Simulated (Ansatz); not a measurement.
Species: CH5GaO, SMILES `C[O][GaH2]` (C–O–Ga–H torsion 180°) (charge 0, multiplicity 1).

Task: Give a relaxed geometry from B3LYP-D3(BJ)/def2-SVP (Ansatz, an electronic-structure program).

Result: One answer among several that fit: the end point of this relaxation, one of several conformers (outside a Z-matrix the atoms follow the SMILES, hydrogens last).
Z-matrix (Å, degrees):
```
O
C 1 1.4033
H 2 1.1059 1 110.39
H 2 1.1060 3 107.30 1 120.33
H 2 1.1088 3 107.53 4 115.41
Ga 1 1.7909 2 126.45 3 -120.73
H 6 1.5587 1 113.15 2 179.98
H 6 1.5693 7 130.73 1 -179.99
```
